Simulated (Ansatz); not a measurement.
Single points on cis-PdH2(NH3)2 (PdN2H8).

```yaml
crystal:
  periodic: [false, false, false]
  atoms:
    - {symbol: N, position_ang: [-1.531771, 0.804082, 0.070648]}
    - {symbol: N, position_ang: [0.816937, -1.522123, -0.116597]}
    - {symbol: Pd, position_ang: [0.681664, 0.684741, 0.043963]}
    - {symbol: H, position_ang: [2.215711, 0.829064, 0.041845]}
    - {symbol: H, position_ang: [0.815567, 2.215858, 0.152913]}
    - {symbol: H, position_ang: [-1.795829, 1.289443, 0.929716]}
    - {symbol: H, position_ang: [-2.116798, -0.031435, 0.009454]}
    - {symbol: H, position_ang: [-1.807879, 1.416983, -0.698354]}
    - {symbol: H, position_ang: [1.383245, -1.844900, 0.669830]}
    - {symbol: H, position_ang: [1.356043, -1.729576, -0.959074]}
    - {symbol: H, position_ang: [-0.016900, -2.112147, -0.144345]}
basis:
  gaussian: {orbitals: def2-TZVP, initial_orbitals: start.molden}
hamiltonian: {xc: {name: B2PLYP}}
scf: {omitted_lower_state_checks: [starts]}
```

The file start.molden holds the orbitals of an earlier run on this structure, at another level or in another basis.

```sh
$ ansatz run in.yaml --threads 2 --pin off --events-out ev --progress --plain --max-ram 4352MiB
```

Shortened log:

```
Functional definition: B2PLYP
1180 factors; integrals over basis functions are off by at most 1.2e-3 eV
mean field evaluation 1: about -6577.1038 eV, gradient 6.5e0 eV
mean field evaluation 2: about -6577.2054 eV, gradient 1.2e-1 eV
mean field evaluation 4: about -6577.3691 eV, gradient 1.5e-3 eV
mean field evaluation 8: about -6577.3691 eV, gradient 1.5e-6 eV
mean field -6577.36910902 eV, -241.7138564554 hartree, gradient 1.5e-6 eV, S^2 0.000000; 0 other end points of the search recorded, 0 dependent functions left out
2 core orbitals not correlated: weight in the atoms' cores, before any rotation towards them, 1.000 or more for the frozen orbitals, at most 0.000 for the correlated occupied ones
reference -6577.36929360 eV, -241.7138632388 hartree; 18, 18 occupied and 130, 130 virtual orbitals, 1180 factors
second order -33.47695987 eV of doubles, -0.00000000 eV of singles
Total energy: -6586.40807277 eV, -242.0460322465 hartree
Checks for a lower state left out: starts
```

Run time 3.7 s (2 threads of Intel Xeon Platinum 8375C on a shared host).

The first input with `hamiltonian: {xc: pbe0, dispersion: d4}`, `output: {orbitals: {seedname: orbitals}}` (abridged; 2.1 s):

```
Functional definition: PBE0
mean field -6589.17232763 eV, -242.1476167391 hartree, gradient 1.7e-5 eV, S^2 0.000000
Total energy: -6589.33080950 eV, -242.1534408402 hartree
Checks for a lower state left out: starts
```

As the first input, with `hamiltonian: {xc: r2scan, dispersion: d4}`, `output: {orbitals: {seedname: orbitals}}` (abridged; 2.9 s):

```
Functional definition: r2SCAN
mean field -6592.80651438 eV, -242.2811706386 hartree, gradient 1.9e-5 eV, S^2 0.000000
Total energy: -6592.85391905 eV, -242.2829127281 hartree
Checks for a lower state left out: starts
```

As the first input, with `gaussian: {orbitals: STO-3G}`, `hamiltonian: {xc: hf}`, `output: {orbitals: {seedname: orbitals}}` (abridged; 0.4 s):

```
Functional definition: HF
mean field -136094.53151222 eV, -5001.3817848873 hartree, gradient 3.2e-5 eV, S^2 0.000000
Total energy: -136094.53151222 eV, -5001.3817848873 hartree
Checks for a lower state left out: starts
```

First input, but with `hamiltonian: {xc: {name: B3LYP}, dispersion: d4}`, `output: {orbitals: {seedname: orbitals}}` (abridged; 2.1 s):

```
Functional definition: B3LYP
mean field -6594.74663222 eV, -242.3524686544 hartree, gradient 1.3e-5 eV, S^2 0.000000
Total energy: -6595.04765333 eV, -242.3635309760 hartree
Checks for a lower state left out: starts
```

First input, but with `gaussian: {orbitals: def2-SVP, initial_orbitals: start.molden}`, `hamiltonian: {xc: pbe0, dispersion: d4}`, `output: {orbitals: {seedname: orbitals}}` (abridged; 1.4 s):

```
Functional definition: PBE0
mean field -6584.61818436 eV, -241.9802550607 hartree, gradient 1.3e-5 eV, S^2 0.000000
Total energy: -6584.77667128 eV, -241.9860793476 hartree
Checks for a lower state left out: starts
```

The first input with `hamiltonian: {xc: pbe, dispersion: d4}`, `output: {forces: true, orbitals: {seedname: orbitals}}` (abridged; 2.1 s):

```
Functional definition: PBE
mean field -6589.94815307 eV, -242.1761277979 hartree, gradient 1.2e-5 eV, S^2 0.000000
Total energy: -6590.13600990 eV, -242.1830314093 hartree
Atom 0 force    -0.141169     0.070126     0.007004 eV/Å
Atom 1 force     0.072672    -0.141737    -0.011197 eV/Å
Atom 2 force    -0.188108    -0.188903    -0.013326 eV/Å
Atom 3 force     0.169021     0.044690     0.001945 eV/Å
Atom 4 force     0.043614     0.168906     0.012249 eV/Å
Atom 5 force     0.042285     0.027346     0.089327 eV/Å
Atom 6 force     0.013114    -0.118762    -0.009253 eV/Å
Atom 7 force     0.041208     0.040891    -0.084876 eV/Å
Atom 8 force     0.033849     0.035931     0.087714 eV/Å
Atom 9 force     0.030806     0.048456    -0.082225 eV/Å
Atom 10 force    -0.117293     0.013058     0.002638 eV/Å
Dipole moment:    -0.963458    -0.967758    -0.061993 e Å
Checks for a lower state left out: starts
```

Geometry: r2SCAN-D4/def2-SVP.

In the def2 sets Pd takes a core potential, while STO-3G treats all electrons; there is no spin–orbit coupling. B3LYP takes the VWN-RPA correlation. Correlated methods freeze 2 core orbitals; core or outer-core shells of Pd are correlated, in sets that lack core-valence functions.
